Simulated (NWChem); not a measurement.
System: GeI₂, singlet; SMILES [I][Ge][I]

Here is an NWChem input.

```
start job
memory heap 200 mb stack 900 mb global 1100 mb
geometry units angstroms noautoz
  Ge     0.000000     0.000000     1.228472
  I      1.999242     0.000000    -0.371229
  I     -1.999242     0.000000    -0.371229
end
basis spherical
  * library def2-svp
end
ecp
  I library def2-ecp
end
dft
  xc xpbe96 cpbe96
  iterations 150
  vectors input atomic output neutral.movecs
end
task dft energy
charge 1
dft
  odft
  mult 2
  vectors input atomic output cation.movecs
end
task dft energy
```

NWChem printed, in part:

```
             Northwest Computational Chemistry Package (NWChem) 7.3.0
             --------------------------------------------------------

 C2V symmetry detected

                             Geometry "geometry" -> ""
                             -------------------------

 Output coordinates in angstroms (scale by  1.889725989 to convert to a.u.)

  No.       Tag          Charge          X              Y              Z
 ---- ---------------- ---------- -------------- -------------- --------------
    1 Ge                  32.0000     0.00000000     0.00000000     1.22875584
    2 I                   53.0000     1.99924200     0.00000000    -0.37094516
    3 I                   53.0000    -1.99924200     0.00000000    -0.37094516

 Effective nuclear repulsion energy (a.u.)    1072.7864881571

      Symmetry information
      --------------------

 Group name             C2v
 Group number             16
 Group order               4
 No. of unique centers     2

 Summary of "ao basis" -> "ao basis" (spherical)
 ------------------------------------------------------------------------------
       Tag                 Description            Shells   Functions and Types
 ---------------- ------------------------------  ------  ---------------------
 Ge                         def2-svp                12       32   5s4p3d
 I                          def2-svp                10       26   4s4p2d

      Symmetry analysis of basis
      --------------------------

        a1         33
        a2         11
        b1         25
        b2         15

            General Information
            -------------------
          SCF calculation type: DFT
          Wavefunction type:  closed shell.
          No. of atoms     :     3
          No. of electrons :    82
           Alpha electrons :    41
            Beta electrons :    41
          Charge           :     0
          Spin multiplicity:     1
          Use of symmetry is: on ; symmetry adaption is: on
          Maximum number of iterations: 150
          AO basis - number of functions:    84
                     number of shells:    32
          Convergence on energy requested:  1.00D-06
          Convergence on density requested:  1.00D-05
          Convergence on gradient requested:  5.00D-04

              XC Information
              --------------
          PerdewBurkeErnzerhof Exchange Functional  1.000
            Perdew 1991 LDA Correlation Functional  1.000 local
           PerdewBurkeErnz. Correlation Functional  1.000 non-local

             Grid Information
             ----------------
          Grid used for XC integration:  medium
          Radial quadrature: Mura-Knowles
          Angular quadrature: Lebedev.
          Tag              B.-S. Rad. Rad. Pts. Rad. Cut. Ang. Pts.
          ---              ---------- --------- --------- ---------
          Ge                  1.25      112           9.0       590
          I                   1.40      123          11.0       590
          Grid pruning is: on
          Number of quadrature shells:   235
          Spatial weights used:  Erf1

      Superposition of Atomic Density Guess
      -------------------------------------

 Sum of atomic energies:       -2769.29773012

      Non-variational initial energy
      ------------------------------

 Total energy =   -2668.574287
 1-e energy   =   -4755.899768
 2-e energy   =    1673.935248
 HOMO         =      -0.259044
 LUMO         =      -0.056765

      Symmetry analysis of molecular orbitals - initial
      -------------------------------------------------

  Numbering of irreducible representations:

     1 a1          2 a2          3 b1          4 b2

  Orbital symmetries:

     1 a1          2 a1          3 b1          4 a1          5 b2
     6 a1          7 b1          8 a1          9 a1         10 b1
    11 a1         12 b2         13 b1         14 a2         15 b1
    16 a1         17 b2         18 a1         19 b1         20 a1
    21 b2         22 a2         23 b1         24 a1         25 b2
    26 a2         27 b1         28 b1         29 a1         30 a2
    31 a1         32 b2         33 a1         34 b1         35 a1
    36 b1         37 a1         38 b2         39 a2         40 b1
    41 a1         42 b2         43 a1         44 b1         45 a1
    46 b1         47 a1         48 a1         49 a2         50 b1
    51 a1

   convergence    iter        energy       DeltaE   RMS-Dens  Diis-err
 ---------------- ----- ----------------- --------- --------- ---------
 d= 0,ls=0.0,diis     1  -2671.8027073648 -3.09D+03  3.01D-02  4.55D-01
 d= 0,ls=0.0,diis     2  -2671.2286772193  5.74D-01  2.23D-02  3.07D+00
 d= 0,ls=0.0,diis     3  -2671.8850135336 -6.56D-01  2.96D-03  8.97D-02
 d= 0,ls=0.0,diis     4  -2671.8922093914 -7.20D-03  5.72D-04  8.58D-03
 d= 0,ls=0.0,diis     5  -2671.8926326860 -4.23D-04  2.70D-04  3.48D-04
  Resetting Diis
 d= 0,ls=0.0,diis     6  -2671.8927095911 -7.69D-05  5.84D-05  1.09D-05
 d= 0,ls=0.0,diis     7  -2671.8927112333 -1.64D-06  2.33D-05  6.08D-07
 d= 0,ls=0.0,diis     8  -2671.8927112250  8.25D-09  1.25D-05  7.16D-07
 d= 0,ls=0.0,diis     9  -2671.8927113279 -1.03D-07  2.08D-06  1.21D-08

         Total DFT energy =    -2671.892711327908
      One electron energy =    -4754.832681957990
           Coulomb energy =     1792.690610655194
    Exchange-Corr. energy =     -123.140872800319
 Nuclear repulsion energy =      413.390232775206

 Numeric. integr. density =       82.000001063172

                  Occupations of the irreducible representations
                  ----------------------------------------------

                     irrep           alpha         beta
                     --------     --------     --------
                     a1               17.0         17.0
                     a2                5.0          5.0
                     b1               12.0         12.0
                     b2                7.0          7.0

[...]
```

Level: PBE/def2-SVP with def2 effective core potentials on I, vertical spin-unrestricted ions. Low-valent species are run as closed-shell singlets; no triplet was tried in these runs. Coordinates come from a PBE0/def2-SVP optimisation. No frequency run checked for a minimum. def2 effective core potentials on I; no spin-orbit coupling.
